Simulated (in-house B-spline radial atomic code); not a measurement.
Values are calculated unless marked as measured or tabulated.
Making a Troullier-Martins d channel for Te, r_c = 0.81 bohr

Te, [Kr] 4d10 5s2 5p4, non-relativistic PBE, spherical and spin-unpolarised, from a B-spline radial code for spherical atoms (atomic units). The all-electron 4d level is ε = -1.606449 hartree, its outermost node lies just inside 0.37 bohr and its outer maximum at 0.81 bohr.

Inside r_c the pseudo-orbital is u(r) = r^3 exp(p(r)), with p = c0 + c2 r² + c4 r⁴ + … + c12 r¹². The seven coefficients follow from p and its first four derivatives at r_c, from zero curvature of the screened potential at the origin, c4 = −c2²/(2l + 5), and from the norm inside r_c. At r_c the all-electron orbital has P = 1.117625, P' = -0.01724613, the screened potential V = -9.316324, V' = 26.24406, V'' = -95.66353, and the norm inside is Q = 0.3706835.

Problem. What are p, p' and p'' at r_c?

Solution. p = ln(P/r_c^3) = ln(1.117625/0.531441) = 0.74337. p' = P'/P − 3/r_c = -0.01543 − 3.70370 = -3.71913. The radial equation gives p'' = 2(V − ε) − 2(3) p'/r_c − p'² = -15.41975 − (-27.54915) − 13.83197 = -1.70257. Differentiating, p''' = 2V' + 2(3)p'/r_c² − 2(3)p''/r_c − 2p'p'' = 18.424, and p'''' = 2V'' − 4(3)p'/r_c³ + 4(3)p''/r_c² − 2(3)p'''/r_c − 2p''² − 2p'p''' = -143.72.

For a trial c2 the five matching conditions are linear in c0, c6, c8, c10 and c12, and c2 is varied until the norm inside r_c equals Q. The root nearest zero gives:

| n | c_n |
| --- | --- |
| 0 | 2.701238 |
| 2 | -3.861425 |
| 4 | -1.656734 |
| 6 | 17.54354 |
| 8 | -36.96917 |
| 10 | 33.85194 |
| 12 | -11.67377 |

Problem. Check c4 and p(r_c), and find the screened pseudopotential at the origin.

Solution. −c2²/9 = -1.65673, as listed. The terms c_n r_c^n are 2.70124, -2.53348, -0.71317, 4.95481, -6.85046, 4.11561, -0.93118, which sum to 0.74337. Inverting the radial equation, V_l(r) = ε + 3 p'/r + (p'' + p'²)/2, so V_l(0) = ε + (2l + 3) c2 = -1.606449 + 7 × (-3.86143) = -28.6364 hartree, finite where the all-electron potential diverges.

Orbitals and screened potentials:

```json
{"r (bohr)": "0.081", "P": "-0.2519", "u": "0.007719", "V all-electron": "-452.8", "V pseudo": "-28.61"}
{"r (bohr)": "0.202", "P": "-0.597", "u": "0.1047", "V all-electron": "-123.2", "V pseudo": "-27.76"}
{"r (bohr)": "0.324", "P": "-0.1991", "u": "0.3372", "V all-electron": "-56.56", "V pseudo": "-24.32"}
{"r (bohr)": "0.446", "P": "0.3917", "u": "0.6283", "V all-electron": "-31.67", "V pseudo": "-18.7"}
{"r (bohr)": "0.567", "P": "0.829", "u": "0.885", "V all-electron": "-19.89", "V pseudo": "-14.07"}
{"r (bohr)": "0.688", "P": "1.057", "u": "1.06", "V all-electron": "-13.37", "V pseudo": "-11.9"}
{"r (bohr)": "0.81", "P": "1.118", "u": "1.118", "V all-electron": "-9.316", "V pseudo": "-9.316"}
```

Logarithmic derivatives P'/P at R = 1.11 bohr, for energies E around ε:

```json
{"E − ε (hartree)": "-0.5", "all-electron": "-0.358437", "pseudo": "-0.359293"}
{"E − ε (hartree)": "-0.25", "all-electron": "-0.696303", "pseudo": "-0.696583"}
{"E − ε (hartree)": "-0.1", "all-electron": "-0.921044", "pseudo": "-0.921124"}
{"E − ε (hartree)": "0", "all-electron": "-1.08158", "pseudo": "-1.08161"}
{"E − ε (hartree)": "0.1", "all-electron": "-1.25171", "pseudo": "-1.2518"}
{"E − ε (hartree)": "0.25", "all-electron": "-1.52722", "pseudo": "-1.52763"}
{"E − ε (hartree)": "0.5", "all-electron": "-2.05145", "pseudo": "-2.05334"}
```

Problem. With P(R) = 0.9189408 and a norm of 0.6974045 inside R, what slope in energy does norm conservation fix?

Solution. d(P'/P)/dE = −2 × (norm inside R)/P(R)² = -1.6517 per hartree·bohr at E = ε, for both atoms, since orbital and norm agree at R. Differences over ±0.1 hartree give -1.6533 (all-electron) and -1.6534 (pseudo), which also hold third-order terms. Half a hartree below ε the two curves differ by -0.0009.
